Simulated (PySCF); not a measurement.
## How many f electrons in EuSe?

Unrestricted PBE0; basis Eu x2c-SVPall, Se x2c-SVPall; spin-free X2C with a Gaussian nucleus; PySCF 2.14. The search starts from ions with several 4f fillings and holds each by maximum overlap.

The lowest solution has 2Ms+1 = 8, about 7.0 4f electrons, near 2.54 Å.

The lowest solution of each spin and filling, followed along the bond (rough minima from three points):

| 2Ms+1 | 4f population | ⟨S²⟩ at the start | R at minimum (Å) | Te (eV) |
| --- | --- | --- | --- | --- |
| 8 | 6.99 | 15.77 | 2.54 | 0.00 |
| 10 | 7.02 | 24.76 | 2.67 | 1.32 |
| 8 | 6.07 | 15.78 | 2.44 | 2.39 |

Solutions at the starting distance of 2.415 Å, counted from the lowest; the search is not exhaustive:

```
2Ms+1  4f population  E (eV)   ⟨S²⟩  ⟨Lz²⟩  μ (D)
    8           6.99    0.00  15.77    0.0  -8.91
    8           6.75    1.31  16.45    1.0  -4.65
   10           7.02    1.51  24.76    0.0  -3.38
    6           6.76    1.55  10.45    1.0  -4.28
    6           6.74    1.58  10.41    0.0  -4.20
   10           7.01    1.61  24.76    1.0  -3.74
    8           7.00    1.88  16.74    1.0  -3.31
    8           6.07    2.28  15.78    4.0  -6.31
    6           6.09    2.58   9.75    4.0  -5.94
    8           6.06    2.64  15.79    9.0  -6.35
    6           6.07    2.94   9.76    9.0  -6.03
   10           6.99    3.08  24.76    4.0  -5.66
    6           6.67    3.30  10.36    2.0  -3.28
```

Partly filled real f orbitals mix terms, so no term symbols are given. A population far from a whole number shows f orbitals mixing with d and ligand orbitals, not a clean configuration. A positive dipole means Eu(−)Se(+).

Spin–orbit coupling is left out. Counting both spins, an empty level lies below a filled one in some of these solutions, because spin and occupation are held. The state is the lowest single determinant that the PBE0 search found; with open d or f shells the true ground state can be another one.
